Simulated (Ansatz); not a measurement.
Isolated molecules relaxed with PBE0-D4/def2-TZVP in Ansatz; ΔE leaves out vibrations. CCSD(T)/CBS adds triple-zeta CCSD(T) − MP2 to the extrapolated MP2 energy (def2 sets, frozen cores). This one scheme is used for every species. DFT in def2-TZVPP. B3LYP here is the variant with VWN-RPA as its local correlation; programs differ in this. One conformer a species, not always the lowest.

Reaction (redistribution): `N[SiH2][S][AlH2]` + `[F][Al]([Cl])[Cl]` → `F[SiH2][S][AlH2]` + `[NH2][Al]([Cl])[Cl]`

| species | B3LYP energy (Eh) |
| --- | --- |
| `N[SiH2][S][AlH2]` | -988.68341 |
| `[F][Al]([Cl])[Cl]` | -1263.02574 |
| `F[SiH2][S][AlH2]` | -1032.62216 |
| `[NH2][Al]([Cl])[Cl]` | -1219.08907 |

(1) Work out ΔE.

(2) What do rigid-rotor, harmonic-oscillator terms from PBE0-D4/def2-TZVP frequencies (298.15 K, 1 bar) make of the CCSD(T)/CBS value? (An estimate is asked.)

Largest T1 diagnostic among the species: 0.012.

Results:

(1) ΔE = (-1032.62216) + (-1219.08907) − (-988.68341) − (-1263.02574) = -0.00208 Eh = -0.06 eV. CCSD(T)/CBS gives -0.02 eV.

(2) The calculation gave: ΔZPE = 0.00 eV, ΔH = -0.02 eV, ΔS = 0 J/(mol·K), ΔG = -0.02 eV. Modes under 50 cm⁻¹ make the entropy rough.

In def2-TZVPP, CCSD(T) changes the Hartree–Fock value by +0.07 eV (the triples alone add +0.01 eV) and MP2 by +0.08 eV. Leaving LDA and LC-ωPBE aside and taking each functional with its dispersion term where it has one, the values, not all of them listed here, spread over 0.08 eV, from CAM-B3LYP-D4 to revPBE-D4. At CCSD(T), def2-SVP lies +0.10 eV from the extrapolated value and def2-TZVPP −0.01 eV.
